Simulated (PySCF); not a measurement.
Computed shifts of a molecule C4H7FO2, PBE0/pcSseg-1 (PySCF), GIAO, gas phase, equivalent atoms averaged, in ppm (number of nuclei): ¹³C: 98.8 (1), 78.1 (1), 66.8 (1), 33.0 (1). ¹⁹F: -219.5 (1). ¹H: 4.80 (1), 4.60 (1), 4.51 (1), 2.62 (1), 1.75 (1), 1.65 (1), 1.42 (1). References: ¹⁷O against H2O (σ = 334.2 ppm); ¹³C against TMS (σ = 186.3 ppm); ¹⁹F against CFCl3 (σ = 167.2 ppm); ¹H against TMS (σ = 31.56 ppm), references at their B3LYP-D3(BJ)/def2-TZVP geometries, non-relativistic. Geometry: B3LYP-D3(BJ)/def2-SVP. Other conformers were not sampled.

Q: Which structure fits?
A. O[C@@H]1C[C@@H](O)C1F
B. O=C[C@@H](F)CCO
C. OCCO/C=C\F
D. CCC1(F)OCO1

A: A, O[C@@H]1C[C@@H](O)C1F
